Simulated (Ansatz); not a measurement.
Clusters of 7 atoms, II-VI: PBE-D4/def2-TZVP single points in Ansatz on relaxed structures, gas phase. Each cluster is the lowest isomer that a short search found in that spin, judged at the geometry's level, and lower ones may exist. Core potentials for Cd, Sr, Te, no spin–orbit coupling. HOMO and LUMO are taken over both spins. Binding counts from free atoms in the multiplicity of their measured ground term, without zero-point energy. Singlets are spin-restricted. A dash marks a value that wasn't run or was left out as unsound. The structures are stationary points that may keep the symmetry of their start.

```csv
species,atoms,state,geometry,HOMO (eV),LUMO (eV),gap (eV),binding per atom (eV),lowest of the spins relaxed,point group (within 0.1 Å)
Be4Se3⁺,7,doublet,B3LYP-D4/def2-SVP,-9.49,-8.50,0.99,–,–,C3v
Ca4Se3,7,singlet,PBE-D4/def2-SVP,-3.11,-1.89,1.21,3.07,–,C3v
Ca4O3⁺,7,doublet,PBE0-D4/def2-SVP,-6.35,-5.63,0.73,–,–,C3v
Sr3S4,7,singlet,PBE-D4/def2-SVP,-4.03,-2.16,1.87,3.33,–,–
Cd3Te4,7,singlet,PBE-D4/def2-SVP,-5.22,-3.43,1.79,1.62,"singlet, of singlet/triplet/quintet",–
```

(1) Estimate the rows for Cd3S4 (singlet, PBE-D4/def2-SVP geometry); Mg4Te3⁺ (doublet, r2SCAN-D4/def2-SVP geometry).

(1) 
```
species  atoms    state            geometry  HOMO (eV)  LUMO (eV)  gap (eV)  binding per atom (eV)  lowest of the spins relaxed  point group (within 0.1 Å)
  Cd3S4      7  singlet     PBE-D4/def2-SVP      -5.58      -3.13      2.45                   2.12                            –                           –
Mg4Te3⁺      7  doublet  r2SCAN-D4/def2-SVP      -7.88      -7.20      0.69                      –                            –                         C3v
```

The gap (eV) runs from 0.69 (Mg4Te3⁺) to 2.45 (Cd3S4).
